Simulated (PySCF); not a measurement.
## Multinuclear NMR of CH9ClO2Si3

Geometry (Å), atoms numbered from 1 in this order:
```xyz
16

C     2.403    0.715    0.019
O     1.160    0.090    0.170
Si    0.823   -1.490    0.257
Cl    1.612   -2.439   -1.323
O    -0.773   -1.568    0.218
Si   -2.154   -0.786   -0.219
Si   -1.778    1.486   -0.191
H     2.982    0.242   -0.777
H     2.220    1.760   -0.233
H     2.971    0.661    0.950
H     1.248   -2.119    1.491
H    -3.082   -1.338    0.774
H    -2.486   -1.365   -1.528
H    -1.151    1.987    1.038
H    -0.947    1.971   -1.302
H    -3.056    2.204   -0.313
```

Non-relativistic Hamiltonian, rapidly exchanging positions averaged, one conformer, in vacuum. GFN2-xTB geometry; shieldings: GIAO PBE0/pcSseg-1; PySCF 2.14.0 with density-fitted response routines.

Task: Where does ²⁹Si resonate?

Result: 
```
atoms                   environment  σ (ppm)  δ (ppm)
  Si6  silicon bonded to O, Si, 2 H    373.9    -27.4
  Si3  silicon bonded to Cl, 2 O, H    394.3    -44.1
  Si7     silicon bonded to Si, 3 H    468.5   -105.1
```

Shieldings were converted by a linear fit to measured shifts: ²⁹Si (scatter 8.9 ppm rms, 25.8 ppm with the 6 outliers that the fit left out vs TMS, solution or neat liquid). A few per cent of atoms miss by over 2 rms, more outside the fitted compound classes.

On a 500 MHz spectrometer ²⁹Si resonates near 99.3 MHz, so 1 ppm is 99.3 Hz.

Task: Where does ¹⁷O resonate?

Result: 
| atoms | environment | σ (ppm) | δ (ppm) |
| --- | --- | --- | --- |
| O5 | oxygen bonded to 2 Si | 281.9 | 9.9 |
| O2 | oxygen bonded to C, Si | 291.6 | 1.1 |

Shieldings were converted by a linear fit to measured shifts: ¹⁷O (scatter 10.7 ppm rms, 12.2 ppm with the 3 outliers that the fit left out vs liquid water, solution or neat liquid). Occasional misses reach two or three times the rms, and more in compound classes unlike the fitted ones.

On a 600 MHz spectrometer ¹⁷O resonates near 81.3 MHz, so 1 ppm is 81.3 Hz.
